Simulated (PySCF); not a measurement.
PSe: one state, many levels of theory

State: ²Π (doublet), unpaired electrons π ↑. Set-up: PySCF, no relativity, basis sets P pcseg-1, Se pcseg-1. De refers to P + Se in their high-spin ground configurations, without counterpoise correction. The functionals are run spin-unrestricted. A positive dipole means P(−)Se(+). Levels whose curve was spin-contaminated or gave no clean fit are not listed.

| Level | Re (Å) | ωe (cm⁻¹) | De (eV) | μ (D) |
| --- | --- | --- | --- | --- |
| UHF-CCSD | 2.066 | 562 | 2.77 | n/a |
| LDA | 2.055 | 565 | 4.95 | -0.11 |
| PBE | 2.073 | 550 | 4.12 | -0.12 |
| TPSS | 2.066 | 556 | 3.93 | -0.20 |
| r²SCAN | 2.055 | 573 | 3.77 | -0.28 |
| B3LYP | 2.063 | 563 | 3.74 | -0.27 |
| PBE0 | 2.044 | 590 | 3.68 | -0.30 |

Task: What does a quarter of exact exchange do here, going from PBE to PBE0?

Result: PBE0 less PBE: -2.9 pm in Re, +7.3 % in ωe, -0.44 eV in De. Exact exchange removes part of the self-interaction that spreads semilocal densities, and in most molecules shortens and stiffens the bond and lowers De; so it does here.

Task: What does the step from GGA to meta-GGA do here, going from PBE to r²SCAN?

Result: r²SCAN less PBE: -1.8 pm in Re, +4.2 % in ωe, -0.35 eV in De. 

Correlated steps freeze 14 core orbitals. Correlated levels converge slowly with the basis: in double zeta they bind strong bonds too weakly, by up to about 1 eV, and carry superposition errors of some tenths. Spin–orbit coupling is left out. Counting both spins, an empty level lies below a filled one in some of these solutions, because spin and occupation are held. The state was picked by a PBE0 search and need not be the measured ground state.
